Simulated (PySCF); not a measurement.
CH4BFO, SMILES COBF.

Geometry: ωB97X-D3(BJ)/def2-SVP. The geometry has at least one imaginary mode, so it is a saddle point at that level. Other conformers were not sampled.

The numbers are results of B3LYP/def2-TZVPD (PySCF), not measurements.

Symmetry labels are those of the subgroup Cs that the program uses (full group Cs).

Q: List the valence orbital energies around the gap with their symmetry. (Estimate from the structure and the level; the computed values follow.)

A: 
```
orbital  symmetry  energy (eV)
-------  --------  -----------
HOMO−7         A'       -14.28
HOMO−6         A'       -13.59
HOMO−5         A"       -13.20
HOMO−4         A"       -12.17
HOMO−3         A'       -11.87
HOMO−2         A'       -10.04
HOMO−1         A'        -9.45
HOMO           A"        -9.10
LUMO           A"        -0.09
LUMO+1         A'        -0.04
LUMO+2         A'         0.71
LUMO+3         A'         1.08
```
